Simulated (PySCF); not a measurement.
CH4F2OSn, SMILES [SnH]([F])([O]C)[F]. Heavy atoms are numbered as in [SnH:1]([F:2])([F:3])[O:4][CH3:5]. Hydrogens are named by the atom that carries them.

The structure is a stationary point at B3LYP-D3(BJ)/def2-SVP. The structure was generated by enumeration; whether it is a known compound was not checked. The def2 effective core potentials stand for the cores of Sn; spin–orbit coupling is left out. The values are those of a single conformer.

All values below come from HF/def2-TZVP (PySCF).

ESP charges are fitted to the potential on shells at 1.4 to 2.0 van der Waals radii. Atomic charges (e), one atom of each kind:

```tsv
atom	Löwdin	ESP fit	Mulliken
Sn1 (SnH)	___	1.29	1.61
F2	-0.34	-0.44	-0.59
O4	___	-0.52	-0.68
C5 (CH3)	___	-0.07	-0.10
H on Sn1	-0.06	-0.09	0.00
H on C5	0.10	0.09	0.11
```

### Question
What belongs in the gaps? (The exact figures need the calculation; the answer reports its results.)

### Answer

- Sn1 (SnH), Löwdin: 0.96
- O4, Löwdin: -0.20
- C5 (CH3), Löwdin: -0.34
